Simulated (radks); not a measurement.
Isoelectronic series with 52 electrons, all held in the configuration [Kr] 4d10 4f1 5s2 5p3, which need not be the ground one along the series. Calculated with a radial shooting solver on a logarithmic mesh with Libxc functionals: scalar-relativistic Kohn-Sham, LDA (Slater exchange, Perdew-Wang correlation), spin-polarised, spherical densities, finite nucleus; open shells are filled with parallel spins first (spin-orbit coupling, left out, can overturn this in heavy ions); Fermi nuclear charge, rms radius of each element as measured or else 0.836 A^(1/3) + 0.57 fm. Total energies (hartree) and orbital eigenvalues (eV) (* marks an orbital that is empty in some or all of the ions):

ion,E (hartree),4f down*,5p down*,4f up,5p up,5s down,5s up
Pr7+,-9218.3358,-95.6353,-101.3421,-97.7604,-104.9543,-122.8984,-126.5147
Nd8+,-9600.4566,-121.6090,-120.8228,-123.7805,-124.6103,-144.3547,-148.1410
Pm9+,-9991.4390,-149.6763,-141.5962,-151.9026,-145.5580,-167.1632,-171.1184
Sm10+,-10391.3269,-179.7617,-163.6396,-182.0488,-167.7748,-191.3039,-195.4271
Eu11+,-10800.2160,-211.8099,-186.9362,-214.1625,-191.2440,-216.7645,-221.0550
Gd12+,-11218.1444,-245.7795,-211.4738,-248.2010,-215.9533,-243.5364,-247.9935
Tb13+,-11645.2263,-281.6377,-237.2426,-284.1309,-241.8931,-271.6157,-276.2389
Dy14+,-12081.4014,-319.3591,-264.2355,-321.9260,-269.0563,-300.9971,-305.7858
Ho15+,-12526.8855,-358.9216,-292.4466,-361.5638,-297.4372,-331.6830,-336.6367
Er16+,-12981.6638,-400.3080,-321.8718,-403.0269,-327.0316,-363.6724,-368.7907
Tm17+,-13445.8733,-443.5032,-352.5076,-446.2998,-357.8363,-396.9690,-402.2514
Yb18+,-13919.5051,-488.4949,-384.3520,-491.3699,-389.8493,-431.5737,-437.0199
Lu19+,-14402.7040,-535.2719,-417.4032,-538.2262,-423.0689,-467.4926,-473.1021
Hf20+,-14895.5958,-583.8246,-451.6604,-586.8587,-457.4942,-504.7319,-510.5045
Ta21+,-15398.2066,-634.1452,-487.1233,-637.2595,-493.1251,-543.2961,-549.2313
W22+,-15910.6353,-686.2263,-523.7921,-689.4212,-529.9618,-583.1920,-589.2897
Re23+,-16432.9940,-740.0615,-561.6673,-743.3375,-568.0050,-624.4278,-630.6877
Os24+,-16965.3372,-795.6455,-600.7502,-799.0028,-607.2559,-667.0102,-673.4321
Ir25+,-17507.8516,-852.9728,-641.0419,-856.4117,-647.7156,-710.9510,-717.5346
Pt26+,-18060.5610,-912.0394,-682.5442,-915.5602,-689.3861,-756.2569,-763.0020
Au27+,-18623.6242,-972.8410,-725.2591,-976.4438,-732.2693,-802.9399,-809.8463
Hg28+,-19197.1172,-1035.374,-769.1888,-1039.059,-776.3676,-851.0094,-858.0769

4f down drops below 5p down between Pr7+ and Nd8+. 4f down drops below 5s down between Eu11+ and Gd12+. 4f up drops below 5p up between Nd8+ and Pm9+. 4f up drops below 5s up between Eu11+ and Gd12+.
